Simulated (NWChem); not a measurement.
Everything below was run with NWChem. System: 1,1,1,2-tetrafluoroethane (C$_{2}$H$_{2}$F$_{4}$), charge 0, spin multiplicity 1, at a geometry optimised with PBE0/def2-SVP. Level: RI-MP2/cc-pVDZ, 6 core orbitals frozen.

NWChem printed:

```
             Northwest Computational Chemistry Package (NWChem) 7.3.0
             --------------------------------------------------------

                                NWChem Input Module
                                -------------------

 Scaling coordinates for geometry "geometry" by  1.889725989
 (inverse scale =  0.529177249)

 Turning off AUTOSYM since
 SYMMETRY directive was detected!

                             Geometry "geometry" -> ""
                             -------------------------

 Output coordinates in angstroms (scale by  1.889725989 to convert to a.u.)

  No.       Tag          Charge          X              Y              Z
 ---- ---------------- ---------- -------------- -------------- --------------
    1 F                    9.0000     1.06106400    -1.62890400     0.00000000
    2 C                    6.0000    -0.21046000    -1.15483800     0.00000000
    3 C                    6.0000    -0.19719600     0.35861600     0.00000000
    4 F                    9.0000     0.41643400     0.84377400     1.07593200
    5 F                    9.0000     0.41643400     0.84377400    -1.07593200
    6 F                    9.0000    -1.45618700     0.80486100     0.00000000
    7 H                    1.0000    -0.74688200    -1.49711000     0.89939000
    8 H                    1.0000    -0.74688200    -1.49711000    -0.89939000

 Effective nuclear repulsion energy (a.u.)     273.4793488257

            Nuclear Dipole moment (a.u.)
            ----------------------------
        X                 Y               Z
 ---------------- ---------------- ----------------
     0.0000094486    -0.0000132281     0.0000000000

      Symmetry information
      --------------------

 Group name             Cs
 Group number              2
 Group order               2
 No. of unique centers     6

      Symmetry unique atoms

     1    2    3    4    6    7


 Summary of "ao basis" -> "" (spherical)
 ------------------------------------------------------------------------------
       Tag                 Description            Shells   Functions and Types
 ---------------- ------------------------------  ------  ---------------------
 *                          cc-pvdz                   on all atoms

 Summary of "ri-mp2 basis" -> "" (spherical)
 ------------------------------------------------------------------------------
       Tag                 Description            Shells   Functions and Types
[...]
     1   0 1 0     -0.582172      0.000000     -0.000013
     1   0 0 1     -0.000000      0.000000      0.000000

     2   2 0 0    -25.038970      0.000000    121.249386
     2   1 1 0      2.517620      0.000000    -58.952979
     2   1 0 1     -0.000000      0.000000      0.000000
     2   0 2 0    -23.863492      0.000000    199.199544
     2   0 1 1      0.000000      0.000000      0.000000
     2   0 0 2    -23.537053      0.000000     80.188745

                               NWChem RI-MP2 Module
                               --------------------

 Summary of "ri-mp2 basis" -> "ri-mp2 basis" (spherical)
 ------------------------------------------------------------------------------
       Tag                 Description            Shells   Functions and Types
 ---------------- ------------------------------  ------  ---------------------
 F                         cc-pvdz-ri               18       56   7s5p4d2f
 C                         cc-pvdz-ri               18       56   7s5p4d2f
 H                         cc-pvdz-ri                6       14   3s2p1d

 SCF Reference Information:
            File: './mol.movecs'
           Title: ''
    Size (AOxMO):     94 x     94
       Total Occ:              50.00
 RI-MP2 Calculation Information:
          Nr. of AO basis functions:         94
     Nr. of fitting basis functions:        364
               Nr. of MO spin cases:          1
        Nr. of MOs to be correlated:         88
     Nr. of occupied MOs correlated:         19
      Nr. of virtual MOs correlated:         69

          RI integral approximation: 'V'
    Threshold for Schwarz screening:  1.000E-09
 Smallest eigenvalue retained in fit  1.000E-08
    Type of storage for MO integrals 'EAF library'

 Transformation block size   19, requiring     1 integral passes.
 XForm_3cInts: Completed     1:   19 pass.
 Energy evaluation using block sizes    19   19
 RIMP2_V_E2: Approx. ints. done (    1:   19,    1:   19)
 RIMP2_V_E2: Copy to B done (    1:   19,    1:   19)
 RIMP2_V_E2: Denominators done (    1:   19,    1:   19)
 RIMP2_V_E2: Completed block (    1:   19,    1:   19)

          -------------------------------------------
          SCF energy                -474.682775016988
          Correlation energy          -1.005393318645
          Total MP2 energy          -475.688168335633
          -------------------------------------------

 -----------------------
 Performance information
 -----------------------

 Timer overhead =  1.81D-07 seconds/call

               Nr. of calls         CPU time (s)                 Wall time (s)                GFlops
             ---------------    -------------------     ------------------------------   -------------------
Name         Min   Avg   Max    Min     Avg     Max     Min     Avg     Max   Mx/calls   Min     Max     Sum
Overall       1     1     1    3.9     3.9     3.9      3.9     3.9     3.9     3.9      0.0     0.0     0.0
3c integr     1     1     1   0.88    0.88    0.88     0.88    0.88    0.88    0.88      0.0     0.0     0.0
Energy        1     1     1   0.29    0.29    0.29     0.29    0.29    0.29    0.29      0.0     0.0     0.0
3c integr     1     1     1   0.83    0.83    0.83     0.83    0.83    0.83    0.83      0.0     0.0     0.0
First 2/3     3     3     3   1.90E-2 1.90E-2 1.90E-2  1.90E-2 1.90E-2 1.90E-2 6.34E-3   0.0     0.0     0.0
Final 1/3     1     1     1   1.52E-2 1.52E-2 1.52E-2  1.52E-2 1.52E-2 1.52E-2 1.52E-2   0.0     0.0     0.0
Write 3c      1     1     1   4.17E-3 4.17E-3 4.17E-3  4.17E-3 4.17E-3 4.17E-3 4.17E-3   0.0     0.0     0.0
Read 3c i     1     1     1   1.69E-3 1.69E-3 1.69E-3  1.69E-3 1.69E-3 1.69E-3 1.69E-3   0.0     0.0     0.0
Fitting b     1     1     1   0.13    0.13    0.13     0.13    0.13    0.13    0.13      0.0     0.0     0.0
Schwarz i     1     1     1   1.46E-2 1.46E-2 1.46E-2  1.46E-2 1.46E-2 1.46E-2 1.46E-2   0.0     0.0     0.0
Form 4ci      1     1     1   5.90E-2 5.90E-2 5.90E-2  5.90E-2 5.90E-2 5.90E-2 5.90E-2   0.0     0.0     0.0
Form A &      1     1     1   0.21    0.21    0.21     0.21    0.21    0.21    0.21      0.0     0.0     0.0
Denominat     1     1     1   2.66E-3 2.66E-3 2.66E-3  2.66E-3 2.66E-3 2.66E-3 2.66E-3   0.0     0.0     0.0
Pair Ener     1     1     1   1.16E-2 1.16E-2 1.16E-2  1.16E-2 1.16E-2 1.16E-2 1.16E-2   0.0     0.0     0.0

 The average no. of pstat calls per process was 1.60D+01
 with a timing overhead of 2.90D-06s

 Task  times  cpu:        3.9s     wall:        3.9s

 Total times  cpu:        4.0s     wall:        4.0s
```

Problem. Write an NWChem input that would produce this output.

Solution. One answer among several that fit: 
```
start mol
memory heap 200 mb stack 900 mb global 1100 mb
geometry units angstroms nocenter noautoz
  F      1.061064    -1.628904     0.000000
  C     -0.210460    -1.154838     0.000000
  C     -0.197196     0.358616     0.000000
  F      0.416434     0.843774     1.075932
  F      0.416434     0.843774    -1.075932
  F     -1.456187     0.804861     0.000000
  H     -0.746882    -1.497110     0.899390
  H     -0.746882    -1.497110    -0.899390
  symmetry group Cs
end
basis spherical
  * library cc-pvdz
end
basis "ri-mp2 basis" spherical
  * library cc-pvdz-ri
end
scf
  rhf
  nopen 0
  maxiter 100
  thresh 1e-7
  semidirect memsize 60000000 filesize 0
end
mp2
  freeze core 6
end
task rimp2 energy
```
